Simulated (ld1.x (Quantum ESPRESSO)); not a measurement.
**Transferability test, PAW potential for nitrogen (N)**

- Element: nitrogen
- Generator: ld1.x (Quantum ESPRESSO) 7.5
- Type: PAW
- Functional: LDA (PZ)
- Relativity: non-relativistic
- Frozen core: [He]
- Valence charge: 5
- Reference configuration: 2s1 2p4
- Partial waves: 2s (bound): rcut 0.70, rcutus 0.75 bohr; 2s channel at 0.6 Ry: rcut 0.70, rcutus 0.75 bohr; 2p (bound): rcut 1.95, rcutus 2.50 bohr; 2p channel at 3.65 Ry: rcut 1.95, rcutus 2.50 bohr; 3d channel at 0.05 Ry: rcut 2.30, rcutus 2.65 bohr
- Local potential: all-electron potential smoothed inside 0.75 bohr (lloc = -1)
- Core correction: Bessel-smoothed model core inside 0.60 bohr
- Augmentation charge: PSQ, inside the norm-conserving radii

Energies are relative to the spin-unpolarised reference configuration 2s1 2p4; without spin polarisation the order of configurations can differ from experiment. Spin-polarised rows fill each open shell by Hund’s rule, majority spin first. The frozen-core shift is the all-electron ΔE with the core orbitals held at their reference shape minus the fully relaxed ΔE.

Its overlap operator is not positive definite in a basis up to 400 Ry (lowest eigenvalue d -2.55), so the file is unfit for use: the generalised eigenproblem breaks down once the basis is large enough, and its test numbers describe a broken file.

| valence configuration | charge | ΔE all-electron (eV) | error AE − PS (meV) | frozen-core shift (meV) |
| --- | --- | --- | --- | --- |
| 2s2 2p3 | 0 | -11.174 | -106 | +0.5 |
| 2s2 2p2 | +1 | 2.563 | -125 | +0.4 |
| 2s2 2p1 | +2 | 31.538 | -182 | +1.7 |
| 2s1 2p0 | +4 | 156.130 | -196 | +39 |
| 2s2 2p3.3 | -0.3 | -12.841 | -103 | +0.5 |
| 2s0 2p5 | 0 | 11.219 | -0.4 | +0.5 |
| 2s2 2p0 | +3 | 78.705 | -341 | +10 |
| 2s1 2p4 (spin-polarised) | 0 | -3.197 | +5.6 | +2.0 |
| 2s2 2p3 (spin-polarised) | 0 | -14.067 | -127 | +3.8 |

Levels in the configuration 2s2 2p2:

```tsv
level	all-electron (eV)	pseudo (eV)
2s	-32.222	-32.102
2p	-20.822	-20.851
```

The ghost test of this file was not conclusive.
